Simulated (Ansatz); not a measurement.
Geometry optimisation of C3H8O2Si, SMILES `CC(C)O[Si]O`.

```yaml
crystal:
  periodic: [false, false, false]
  atoms:
    - {symbol: C, position_ang: [-0.342763, -1.261429, -1.000903]}
    - {symbol: C, position_ang: [0.086961, -0.483022, 0.239794]}
    - {symbol: C, position_ang: [1.596084, -0.267067, 0.314696]}
    - {symbol: O, position_ang: [-0.558743, 0.798528, 0.222515]}
    - {symbol: Si, position_ang: [-1.655335, 1.340401, 1.405231]}
    - {symbol: O, position_ang: [-1.983839, 2.853958, 0.747604]}
    - {symbol: H, position_ang: [-1.441802, -1.402694, -1.012515]}
    - {symbol: H, position_ang: [-0.056937, -0.708589, -1.919197]}
    - {symbol: H, position_ang: [0.137469, -2.260354, -1.028732]}
    - {symbol: H, position_ang: [-0.238690, -1.049575, 1.147871]}
    - {symbol: H, position_ang: [2.136228, -1.235223, 0.327958]}
    - {symbol: H, position_ang: [1.943913, 0.317232, -0.561780]}
    - {symbol: H, position_ang: [1.864939, 0.294650, 1.231278]}
    - {symbol: H, position_ang: [-1.500587, 3.033983, -0.085220]}
basis:
  gaussian: {orbitals: def2-TZVP}
hamiltonian: {xc: pbe0, dispersion: d4}
relax: {f_tol: 0.005, max_steps: 150}
```

```sh
$ ansatz run in.yaml --threads 4 --pin off --events-out ev --progress --plain --max-ram 11315MiB
```

Shortened log:

```
Functional definition: PBE0
mean field -15206.45715437 eV, -558.8269931163 hartree, gradient 1.0e-5 eV, S^2 0.000000; 0 other end points of the search recorded, 0 dependent functions left out
relax step   1: F+E_penalty+E_count = -15206.70857114 eV  Δ(F+E_penalty+E_count) = +0.000e0 eV  max|allowed force component| = 1.200e0 eV/Å  Δτ_max = 0.0000 Å  (29 SCF iters, accepted)
mean field -15206.52856509 eV, -558.8296174117 hartree, gradient 8.5e-6 eV, S^2 0.000000; 0 other end points of the search recorded, 0 dependent functions left out
relax step   2: F+E_penalty+E_count = -15206.78189088 eV  Δ(F+E_penalty+E_count) = -7.332e-2 eV  max|allowed force component| = 7.275e-1 eV/Å  Δτ_max = 0.0275 Å  (34 SCF iters, accepted)
mean field -15206.54744395 eV, -558.8303111972 hartree, gradient 1.4e-5 eV, S^2 0.000000; 0 other end points of the search recorded, 0 dependent functions left out
relax step   3: F+E_penalty+E_count = -15206.80224384 eV  Δ(F+E_penalty+E_count) = -2.035e-2 eV  max|allowed force component| = 7.462e-2 eV/Å  Δτ_max = 0.0290 Å  (32 SCF iters, accepted)
mean field -15206.54923211 eV, -558.8303769107 hartree, gradient 1.5e-5 eV, S^2 0.000000; 0 other end points of the search recorded, 0 dependent functions left out
relax step   4: F+E_penalty+E_count = -15206.80380314 eV  Δ(F+E_penalty+E_count) = -1.559e-3 eV  max|allowed force component| = 3.993e-2 eV/Å  Δτ_max = 0.0231 Å  (33 SCF iters, accepted)
mean field -15206.55002781 eV, -558.8304061521 hartree, gradient 1.5e-5 eV, S^2 0.000000; 0 other end points of the search recorded, 0 dependent functions left out
relax step   5: F+E_penalty+E_count = -15206.80444249 eV  Δ(F+E_penalty+E_count) = -6.393e-4 eV  max|allowed force component| = 1.899e-2 eV/Å  Δτ_max = 0.0328 Å  (32 SCF iters, accepted)
mean field -15206.55003868 eV, -558.8304065517 hartree, gradient 1.5e-5 eV, S^2 0.000000; 0 other end points of the search recorded, 0 dependent functions left out
relax step   6: F+E_penalty+E_count = -15206.80451702 eV  Δ(F+E_penalty+E_count) = -7.454e-5 eV  max|allowed force component| = 7.208e-3 eV/Å  Δτ_max = 0.0046 Å  (33 SCF iters, accepted)
mean field -15206.55006389 eV, -558.8304074783 hartree, gradient 1.5e-5 eV, S^2 0.000000; 0 other end points of the search recorded, 0 dependent functions left out
relax step   7: F+E_penalty+E_count = -15206.80452691 eV  Δ(F+E_penalty+E_count) = -9.885e-6 eV  max|allowed force component| = 3.174e-3 eV/Å  Δτ_max = 0.0027 Å  (33 SCF iters, accepted)
mean field -15206.55006389 eV, -558.8304074783 hartree, gradient 1.5e-5 eV, S^2 0.000000; 1 other end points of the search recorded, 0 dependent functions left out
Total energy: -15206.80456213 eV, -558.8397601158 hartree
Atom 0 at    -0.334417    -1.256205    -0.992443 Å, force    -0.001030     0.000873     0.000635 eV/Å
Atom 1 at     0.084866    -0.476456     0.234972 Å, force     0.000847    -0.001938     0.000322 eV/Å
Atom 2 at     1.582183    -0.269908     0.310658 Å, force    -0.000846     0.000944     0.000761 eV/Å
Atom 3 at    -0.551700     0.798168     0.206540 Å, force    -0.001160     0.002032     0.000030 eV/Å
Atom 4 at    -1.610664     1.323385     1.365381 Å, force     0.000805    -0.003174     0.001307 eV/Å
Atom 5 at    -1.966304     2.812153     0.762242 Å, force     0.000341     0.001401    -0.001529 eV/Å
Atom 6 at    -1.417290    -1.393529    -1.011809 Å, force     0.000278    -0.000493    -0.000662 eV/Å
Atom 7 at    -0.039924    -0.720050    -1.897953 Å, force     0.000151    -0.000169    -0.000358 eV/Å
Atom 8 at     0.138435    -2.240904    -1.003023 Å, force     0.000107     0.000265     0.000533 eV/Å
Atom 9 at    -0.245114    -1.021191     1.132612 Å, force     0.000233     0.000197    -0.000544 eV/Å
Atom 10 at     2.102598    -1.230130     0.332496 Å, force    -0.000617    -0.000080     0.000037 eV/Å
Atom 11 at     1.929092     0.293155    -0.559257 Å, force     0.000378    -0.000066    -0.000209 eV/Å
Atom 12 at     1.850369     0.288106     1.209847 Å, force     0.000773    -0.000242    -0.000304 eV/Å
Atom 13 at    -1.535233     3.064204    -0.061664 Å, force    -0.000261     0.000450    -0.000017 eV/Å
Dipole moment:     0.314859    -0.249912    -0.273674 e Å
```

It took 39 s on 4 threads of an Arm Neoverse V2 on a shared host, with 0.72 GiB of host memory at the peak.
